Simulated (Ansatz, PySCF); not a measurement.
Reaction (SMILES): C/C=C/C → C1CCC1
Geometries: B3LYP-D3(BJ)/def2-TZVP minima from Ansatz (an electronic-structure program), one conformer each, not searched for the lowest. Frequencies are from PySCF.

Property: isomerisation energy (enthalpy at 298 K, with B3LYP-D3(BJ) rigid-rotor harmonic-oscillator terms), in kJ/mol. Correlated levels leave the core frozen unless marked. Spin-orbit coupling is left out. Non-relativistic. CBS marks a two-point X^-3 extrapolation of the correlation energy; Hartree-Fock from the larger set. The bracket is a focal-point correction in the basis named.

```json
[
 {"level": "HF-D3(BJ)/def2-TZVPD", "program": "PySCF + dftd3", "isomerisation energy (kJ/mol)": "42.3"},
 {"level": "PBE/def2-TZVPD", "program": "Ansatz", "isomerisation energy (kJ/mol)": "36.1"},
 {"level": "PBE-D4/def2-TZVPD", "program": "Ansatz + dftd4", "isomerisation energy (kJ/mol)": "34.4"},
 {"level": "PBE0-D3(BJ)/def2-TZVPD", "program": "Ansatz + dftd3", "isomerisation energy (kJ/mol)": "26.9"},
 {"level": "PBE0/def2-QZVPP", "program": "Ansatz", "isomerisation energy (kJ/mol)": "28.2"},
 {"level": "BHLYP-D4/def2-TZVPD", "program": "Ansatz + dftd4", "isomerisation energy (kJ/mol)": "43.7"},
 {"level": "HSE06-D3(BJ)/def2-TZVPD", "program": "Ansatz + dftd3", "isomerisation energy (kJ/mol)": "___"},
 {"level": "wB97M-V/def2-TZVPD", "program": "Ansatz", "isomerisation energy (kJ/mol)": "___"},
 {"level": "CCSD/6-31G", "program": "Ansatz", "isomerisation energy (kJ/mol)": "___"},
 {"level": "RI-MP2/CBS(cc-pVTZ,cc-pVQZ)+[CCSD(T)-MP2]/cc-pVTZ", "program": "Ansatz", "isomerisation energy (kJ/mol)": "___"}
]
```

Q: Complete the blanks.

A: 
- HSE06-D3(BJ)/def2-TZVPD, isomerisation energy (kJ/mol): 27.6
- wB97M-V/def2-TZVPD, isomerisation energy (kJ/mol): 32.3
- CCSD/6-31G, isomerisation energy (kJ/mol): 59.9
- RI-MP2/CBS(cc-pVTZ,cc-pVQZ)+[CCSD(T)-MP2]/cc-pVTZ, isomerisation energy (kJ/mol): 36.7
